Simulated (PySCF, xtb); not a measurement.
Ru(O)2(OH)4 (H4O6Ru), SMILES [O]=[Ru](=[O])([OH])([OH])([OH])[OH], multiplicity 1. One conformer was computed; it need not be the lowest.

Harmonic wavenumbers (cm⁻¹) from GFN2-xTB run with xtb at its own minimum, in rising order: 97, 150, 185, 225, 280, 302, 312, 323, 338, 372, 395, 419, 428, 460, 466, 485, 496, 706, 761, 801, 820, 858, 888, 3480, 3491, 3499, 3504.

**Question.** What does PySCF 2.14.0 with PBE0-D3(BJ)/def2-SVP give at its own minimum? (The exact figures need the calculation; the answer reports its results.)

**Answer.** 50, 171, 222, 295, 333, 351, 379, 417, 447, 452, 504, 533, 555, 571, 580, 644, 656, 908, 945, 963, 971, 1050, 1061, 3779, 3796, 3812, 3818. Paired by order, the mean absolute difference is 141 cm⁻¹ and the zero-point energies are 35.1 and 40.4 kcal/mol.
